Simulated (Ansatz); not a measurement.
`BCB(C)O` + `OCF` → `BOCF` + `CB(C)O`  (ligand exchange at a B–C bond)

Gas-phase electronic energies from Ansatz, PBE0-D4/def2-TZVP geometries. CCSD(T)/CBS is the MP2 limit (def2-TZVPP, def2-QZVPP) plus CCSD(T) − MP2 in def2-TZVPP, frozen cores. Each species was taken in one conformer, which may not be the lowest.

```csv
species,CCSD(T)/def2-TZVPP energy (Eh)
`BCB(C)O`,-205.63600
`OCF`,-214.70447
`BOCF`,-240.11671
`CB(C)O`,-180.26942
```

(1) Work out ΔE.

Largest T1 diagnostic among the species: 0.013.

Answers

(1) ΔE = (-240.11671) + (-180.26942) − (-205.63600) − (-214.70447) = -0.04566 Eh = -28.7 kcal/mol. CCSD(T)/CBS gives -28.2 kcal/mol.

The D4 term adds +0.7 kcal/mol with B3LYP and +0.4 kcal/mol with PBE0; it sums over pairs of atoms, weighted by their polarisabilities, and B3LYP, whose exchange is more repulsive, gets the larger term. Leaving LDA and LC-ωPBE aside and taking each functional with its dispersion term where it has one, the values, not all of them listed here, spread over 4.0 kcal/mol, from CAM-B3LYP-D4 to revPBE-D4.

B3LYP here is the variant with VWN-RPA as its local correlation; programs differ in this.
